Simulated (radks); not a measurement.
Tc18+, configuration [Ar] 3d7 (the NIST ground configuration).

Method: Dirac Kohn-Sham, relativistic LDA (MacDonald-Vosko exchange, VWN5 correlation), spin-unpolarised, spherical densities, finite nucleus; open shells fill j = l - 1/2 first; Fermi nuclear charge, rms radius 4.4112 fm; computed with a radial shooting solver on a logarithmic mesh with Libxc functionals.

Energy parts (eV):
part                       energy
total                 -112191.086
kinetic                116399.071
electron-nucleus      -257300.027
Hartree                 31453.227
exchange-correlation    -2743.358

Orbitals (lengths in bohr, moments of r in powers of bohr; r(max) is where P^2 peaks):
\begin{tabular}{lrrrrr}
orbital & occ. & eigenvalue (eV) & r(max) & <r> & small-component weight \\ \hline
1s1/2 & 2 & -21299.02 & 0.02236 & 0.03440 & 2.45e-02 \\
2s1/2 & 2 & -3508.797 & 0.1266 & 0.1493 & 5.07e-03 \\
2p1/2 & 2 & -3284.979 & 0.09819 & 0.1270 & 5.08e-03 \\
2p3/2 & 4 & -3167.195 & 0.1021 & 0.1316 & 4.91e-03 \\
3s1/2 & 2 & -1007.214 & 0.3657 & 0.4006 & 1.49e-03 \\
3p1/2 & 2 & -921.5133 & 0.3507 & 0.3904 & 1.45e-03 \\
3p3/2 & 4 & -899.5708 & 0.3593 & 0.3994 & 1.40e-03 \\
3d3/2 & 4 & -750.9684 & 0.2952 & 0.3655 & 1.31e-03 \\
3d5/2 & 3 & -746.4716 & 0.2976 & 0.3682 & 1.29e-03 \\
4s1/2 & 0 & -449.7134 & 0.8162 & 0.8388 & 5.81e-04 \\
4p1/2 & 0 & -417.4511 & 0.8274 & 0.8522 & 5.56e-04 \\
4p3/2 & 0 & -411.0925 & 0.8416 & 0.8653 & 5.46e-04 \\
\end{tabular}

The highest occupied level is 3d5/2 at -746.47 eV. The density falls to 0.001 e/bohr^3 at r = 1.22 bohr.
